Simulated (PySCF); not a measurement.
## How methods differ on the ionisation energy of Mn

Mn [Ar] 3d5 4s2 (6S) → Mn⁺ [Ar] 3d5 4s1 (7S), as a difference of total energies. Calculation: PySCF 2.14, in jorge-DZP-DKH (8s6p2d1f, 43 functions); the spin-free X2C one-electron Hamiltonian (Gaussian nucleus). Correlated levels: valence: [Ar] frozen. The calculations carry no spin-orbit coupling.

```csv
method,ionisation energy (eV)
UHF,5.951
M06-L,7.419
B3LYP,7.359
MP2 (valence),6.671
SCS-MP2 (valence),6.826
```

Errors of the correlated levels include the incompleteness of this basis and the frozen core.

MP2 underrates the near-degeneracy of ns² with np² in the lower species.

Problem. Which method comes closest to the reference value, and which is furthest?

Solution. The reference is 7.434 eV (measured; NIST Atomic Spectra Database, ionization energies). Closest: M06-L (error -0.015 eV); furthest: UHF (error -1.483 eV).
